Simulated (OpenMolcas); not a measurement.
## Cu6+: effect of the level shift or regulariser

| Item | Value |
| --- | --- |
| Program | OpenMolcas 26.06 |
| Basis | ANO-RCC-VTZP [6s5p3d2f1g] |
| Scalar Hamiltonian | DKH2, point nucleus |
| Active space | 5 electrons in 5 orbitals (3d) |
| State averaging | 2S+1 = 6 even, 1 root; 2S+1 = 4 even, 24 roots; 2S+1 = 2 even, 75 roots |
| Spin-orbit coupling | state interaction with AMFI integrals over the reference wave functions, term energies averaged over their components |

Methods on the same reference wave functions:
A. CASSCF
B. MS-CASPT2, IPEA 0.25 Eh, imaginary shift 0.1 Eh (closed shells correlated: 3s 3p)
C. MS-CASPT2, IPEA 0.25 Eh, real shift 0.2 Eh (closed shells correlated: 3s 3p)
D. MS-CASPT2, IPEA 0.25 Eh, sigma2 regulariser 0.3 Eh (closed shells correlated: 3s 3p)

Energies in cm⁻¹ above 3d⁵ ⁶S_5/2, the measured ground level; measured values from the list in Gamrath, thesis, University of Mons (2023).

| Level | A | B | C | D | Measured |
| --- | --- | --- | --- | --- | --- |
| 3d⁵ ⁶S_5/2 | 0.0 | 0.0 | 0.0 | 0.0 | 0.0 |
| 3d⁵ ⁴G_5/2 | 51243 | 47750 | 47750 | 47750 |  |
| 3d⁵ ⁴G_7/2 | 51352 | 47880 | 47880 | 47880 |  |
| 3d⁵ ⁴G_11/2 | 51381 | 47920 | 47920 | 47920 |  |
| 3d⁵ ⁴G_9/2 | 51417 | 47950 | 47960 | 47950 |  |
| 3d⁵ ⁴P_5/2 | 58674 | 52390 | 52390 | 52390 | 50732 |
| 3d⁵ ⁴P_3/2 | 58965 | 52690 | 52700 | 52690 | 51067 |
| 3d⁵ ⁴P_1/2 | 59320 | 53060 | 53070 | 53060 | 51407 |
| 3d⁵ ⁴D_7/2 | 63680 | 57220 | 57220 | 57220 | 55742 |
| 3d⁵ ⁴D_1/2 | 64032 | 57580 | 57590 | 57580 | 56210 |
| 3d⁵ ⁴D_3/2 | 64304 | 57860 | 57870 | 57860 | 56428 |
| 3d⁵ ⁴D_5/2 | 64355 | 57910 | 57920 | 57910 | 56427 |
| 3d⁵ ²I_11/2 | 73111 | 69890 | 69890 | 69890 | 67757 |
| 3d⁵ ²I_13/2 | 73372 | 70200 | 70200 | 70200 | 67918 |
| 3d⁵ ²D_5/2(1) [61 %] | 81316 | 73230 | 73230 | 73230 |  |
| 3d⁵ ²D_3/2(1) | 82848 | 74590 | 74590 | 74590 | 72227 |
| 3d⁵ ²F_7/2(1) | 84849 | 77170 | 77180 | 77170 | 74408 |
| 3d⁵ ⁴F_9/2 | 85723 | 78160 | 78160 | 78160 | 75930 |
| 3d⁵ ⁴F_5/2 | 85928 | 78320 | 78330 | 78320 | 76019 |
| 3d⁵ ⁴F_7/2 | 86038 | 78460 | 78460 | 78460 | 76349 |
| 3d⁵ ⁴F_3/2 | 86714 | 79040 | 79040 | 79040 | 76886 |
| 3d⁵ ²H_9/2 [67 %] | 89638 | 83310 | 83310 | 83310 | 80717 |
| 3d⁵ ²H_11/2 | 90573 | 84710 | 84710 | 84710 | 81954 |
| 3d⁵ ²G_7/2(1) | 92894 | 85210 | 85210 | 85210 | 82746 |

Deviations, from unrounded energies. A percentage is the sum of absolute deviations over the sum of measured energies, with the sign that they share, or ± where signs differ.

```
                        Against measurement  Levels      A     B     C     D
             mean absolute deviation (cm-1)      18   8600  2000  2100  2000
other terms of the ground configuration (%)      18  +12.7  +3.0  +3.0  +3.0
```

B, C, D lie about equally close to measurement and A furthest from it. The largest miss of D in the table is 3d⁵ ²F_7/2(1), by +2800 cm-1. The ranking rests on the paired levels alone, and a cruder setting can come out closer through cancelling errors.

Among B to D the level of the table that moves most is 3d⁵ ²D_3/2(1), by 6.9 cm-1 (lowest in D, highest in C). Moves below CASPT2's spread within the term are not significant.

The two smallest mean deviations differ by little beside CASPT2's spread within terms, so their order carries little weight.

From A to B the spin-free energies of the other terms of 3d⁵ shown, above ⁶S, scale by factors of 0.89 to 0.96, as is usual when dynamic correlation screens the repulsion within a d or f shell.

The lowest spin-free term lies below A's lowest term by 0.392 hartree in B, 0.392 hartree in C, 0.392 hartree in D.

CASPT2 breaks the degeneracy within a term, and the mean is taken; among the terms shown or strongly mixed into the levels shown the widest spread is 410 cm-1 (3d⁵ ⁴F, D). Some levels mix across a computed gap that differs much from the measured one, so their mixing is not that of the real levels. Without dynamic correlation excited terms often stand tens of per cent too high (terms of higher spin than the ground term too low), and those without a measured partner can miss by more than the paired ones (holds for A). Blocks of more than 70 roots (2S+1 = 2 even) ran without multistate coupling (holds for B; C; D). Computed and measured levels are paired by configuration, term and J; levels that our copy of the source lacks, or whose pairing is in doubt (as where it misses far off the trend of its configuration), stay unpaired and out of the deviations. Only configurations of the active space appear. Levels that lie high or do not pair safely by name in every column are left out.

A share in square brackets marks a mixed level and gives the weight of the term that names it, the lowest over the columns. A number in round brackets counts repeated terms of one configuration in the order of the reference energies.
